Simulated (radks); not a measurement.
Valence configurations of neutral erbium (all share [Xe]). Method: Dirac Kohn-Sham, BLYP, spin-unpolarised, spherical densities, finite nucleus; open shells fill j = l - 1/2 first; Fermi nuclear charge, rms radius 5.2516 fm; computed with a radial shooting solver on a logarithmic mesh with Libxc functionals. Energies are relative to 4f12 6s2; eigenvalues in eV.

valence,E (eV),e(4f5/2),e(4f7/2),e(5d3/2),e(6p1/2),e(6s1/2)
4f12 6s2,0.000,-3.464,-2.383,-,-,-3.718
4f14,7.846,-1.219,-0.226,-,-,-
4f12 5d2,5.795,-2.698,-1.618,-0.790,-,-
4f11 5d1 6s2,3.871,-9.630,-8.481,-2.065,-,-4.241
4f10 5d2 6s2,13.077,-16.446,-15.228,-3.119,-,-4.543
4f12 6p2,5.516,-5.951,-4.869,-,-2.185,-
4f11 6s2 6p1,5.149,-12.733,-11.582,-,-2.163,-5.479
4f11 5d2 6s1,6.216,-8.398,-7.250,-1.442,-,-3.927

NIST lists [Xe] 4f12 6s2 as the ground configuration; this level of theory agrees among the configurations tried. The energies are those of spherical spin-averaged densities, not of single terms. No valid solution was reached for [Xe] 4f13 6s1; [Xe] 4f13 6p1.
